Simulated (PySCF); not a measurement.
From computed data to an observable: chemical shift, span and skew from a shielding tensor

C₃H₇Si, SMILES [SiH]1CCC1 (connectivity only; charge and spin as stated), charge +1, multiplicity 1. Atoms are numbered in the order given.

```xyz
11

C      1.2994     0.0044     0.0000
C      0.3217    -0.0028     1.2313
Si    -1.0386     0.0008     0.0000
C      0.3217    -0.0028    -1.2313
H      1.9357     0.9008     0.0000
H      1.9512    -0.8807     0.0000
H      0.3822    -0.8897     1.8900
H      0.3813     0.8735     1.9038
H     -2.5298     0.0094     0.0000
H      0.3813     0.8735    -1.9038
H      0.3822    -0.8897    -1.8900
```
Charge +1, spin multiplicity 1.

Geometry optimised at r2SCAN-D4/def2-SVP. A frequency run showed that this geometry is not a minimum. The multiplicity is an assumed one; no other spin state was optimised. The isomer is the one that the SMILES or the coordinates give; other isomers of the formula were not compared.

GIAO shieldings from PBE/pcSseg-1 in PySCF, non-relativistic, no solvent. The symmetric part of the tensor of C2 has the principal values 108.3, 115.0, 136.1 ppm. The same nucleus in TMS has σ = 182.0 ppm at this level (PySCF, at its B3LYP-D3(BJ)/def2-TZVP geometry).

Question: Work out the isotropic shielding, the ¹³C shift against TMS, the span and the skew.

Answer: 
σ(iso) = (σ11 + σ22 + σ33)/3 = 119.8 ppm. δ = σ(ref) − σ(iso) = 182.0 − (119.8) = 62.2 ppm.
Span Ω = σ33 − σ11 = 27.8 ppm. Skew κ = 3(σ(iso) − σ22)/Ω = 0.52. Tumbling in solution averages the tensor to δ; in a static solid the shielding alone would spread this spin-1/2 line over Ω.
